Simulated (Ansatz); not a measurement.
**An elementary step**

Start structure (ZnSiH₅Cl, closed shell), relaxed at PBE0-D4/def2-TZVP:

```json
{"atom": "Zn1", "x (Å)": "-0.4718", "y (Å)": "-0.6348", "z (Å)": "-1.0173"}
{"atom": "Si2", "x (Å)": "1.1522", "y (Å)": "-0.7143", "z (Å)": "0.6777"}
{"atom": "Cl3", "x (Å)": "-1.9305", "y (Å)": "-0.5838", "z (Å)": "-2.5540"}
{"atom": "H4", "x (Å)": "-1.4323", "y (Å)": "2.1475", "z (Å)": "0.1523"}
{"atom": "H5", "x (Å)": "-1.8586", "y (Å)": "1.9682", "z (Å)": "-0.4356"}
{"atom": "H6", "x (Å)": "0.5122", "y (Å)": "-0.9328", "z (Å)": "2.0034"}
{"atom": "H7", "x (Å)": "1.9067", "y (Å)": "0.5672", "z (Å)": "0.7330"}
{"atom": "H8", "x (Å)": "2.1222", "y (Å)": "-1.8173", "z (Å)": "0.4405"}
```

The step: ZnSiH₃Cl ([SiH3][Zn][Cl]) + H₂ → SiH₄ + HCl + Zn; bonds formed: Si2–H4, Cl3–H5; bonds broken: Zn1–Si2, Zn1–Cl3, H4–H5. Ansatz 0.2.0; basis: def2-TZVPP and def2-QZVPP; cores frozen in the correlated methods. The 3s and 3p shells of Cu and Zn are frozen; filled d shells are correlated. Extrapolation: Hartree–Fock as exp(−7.88 √X), correlation as X^−2.97. Energies below are by CCSD(T) at an estimated basis limit (MP2 extrapolated from triple and quadruple zeta, plus CCSD(T) − MP2 in triple zeta).

Question: What are the electronic barrier and the energy of the step, from the start structure to the end structure? (Judge from chemistry; the value comes from the calculation.)

Answer: Computed: Barrier 70.08 kcal/mol; step energy 28.21 kcal/mol (uphill); reverse barrier, their difference, 41.88 kcal/mol. Barrier and step energy count from the start structure, the reverse barrier from the end structure.

The saddle point: One imaginary mode of 859i cm⁻¹.
```json
{"pair": "Si2–H4", "start (Å)": "3.89", "saddle (Å)": "1.71", "end (Å)": "1.49"}
{"pair": "Cl3–H5", "start (Å)": "3.32", "saddle (Å)": "1.55", "end (Å)": "1.28"}
{"pair": "Zn1–Si2", "start (Å)": "2.35", "saddle (Å)": "2.61", "end (Å)": "3.84"}
{"pair": "Zn1–Cl3", "start (Å)": "2.12", "saddle (Å)": "2.55", "end (Å)": "3.98"}
{"pair": "H4–H5", "start (Å)": "0.75", "saddle (Å)": "0.99", "end (Å)": "2.01"}
```

Zero-point energy (harmonic, PBE0-D4): ZPE is 23.26 kcal/mol at the start and 23.68 kcal/mol at the saddle, so the barrier goes from 70.08 to 70.50 kcal/mol.

The T1 diagnostic stays at or below 0.016. The restricted Hartree–Fock reference is unstable towards an unrestricted one at one or more of these structures.

Labels in which every atom is bracketed show which atoms are joined, not bond orders.

For scale, one of the runs: CCSD(T)/def2-TZVPP, 218 basis functions, launched by `ansatz run in.yaml --threads 4 --pin off --events-out ev --progress --plain --max-ram 9574MiB`. Hardware: 4 CPU threads of an Intel Xeon, shared host. Wall time 100 s; peak host memory 3 GiB.
